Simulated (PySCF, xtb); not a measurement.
H2MgO2, SMILES [OH][Mg][OH]. One conformer was computed; it need not be the lowest.

Harmonic wavenumbers (cm⁻¹) from GFN2-xTB in xtb 6.7.1 at its own minimum, in rising order: 108, 140, 217, 427, 514, 618, 722, 3697, 3704.

Problem. What does PBE0-D3(BJ)/def2-TZVP (PySCF 2.14.0) give at its own minimum? (The exact figures need the calculation; the answer reports its results.)

Solution. 44, 161, 169, 173, 184, 617, 915, 4069, 4069. Paired by order, the mean absolute difference is 183 cm⁻¹ and the zero-point energies are 14.5 and 14.9 kcal/mol.
